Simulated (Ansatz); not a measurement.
This geometry of CH₆BNOSi (11 atoms, charge 0, multiplicity 1) is a first-order saddle point.

Theory: RKS B3LYP-D4/6-31G* (Ansatz).

```xyz
11
Properties=species:S:1:pos:R:3
N -0.300 1.805 0.552
C -0.084 0.607 0.117
Si 0.297 -0.854 1.302
B -0.177 0.441 -1.451
O -0.121 -0.819 -1.952
H -0.249 1.862 1.582
H 0.483 -2.152 0.608
H 1.534 -0.527 2.065
H -0.818 -0.974 2.281
H -0.301 1.393 -2.167
H -0.199 -0.840 -2.916
```

**Question.** Which two structures does it join? (They come from a converged band through this point; their orientation in space is the band's.)

**Answer.** No bond is made or broken. The dihedral N1–C2–Si3–H7 goes from 119 to -120°. The two ends are copies of one structure, up to a mirror image or an exchange of like atoms.

Image 0:

```xyz
11
Properties=species:S:1:pos:R:3
N -0.678 1.743 0.568
C -0.229 0.611 0.135
Si 0.236 -0.854 1.274
B -0.077 0.476 -1.430
O 0.393 -0.716 -1.885
H -0.749 1.753 1.597
H -0.600 -2.050 0.988
H 1.668 -1.226 1.126
H -0.010 -0.413 2.679
H -0.356 1.367 -2.180
H 0.467 -0.748 -2.850
```

Image 6:

```xyz
11
Properties=species:S:1:pos:R:3
N -0.131 1.872 0.556
C -0.048 0.655 0.132
Si 0.229 -0.856 1.273
B -0.191 0.450 -1.427
O -0.109 -0.831 -1.872
H -0.028 1.922 1.582
H 1.484 -1.575 0.927
H 0.332 -0.340 2.669
H -0.907 -1.812 1.192
H -0.362 1.365 -2.180
H -0.202 -0.907 -2.832
```

**Question.** How far does it lie above each of them?

**Answer.** 0.076 eV above the first and 0.076 eV above the second. This is the barrier of this one path; another mechanism may lie lower.

Time of the run: 6.5 min on 1 thread of Intel(R) Xeon(R) Platinum 8488C (Sapphire Rapids), with other jobs on the host, peak memory 0.2 GiB.
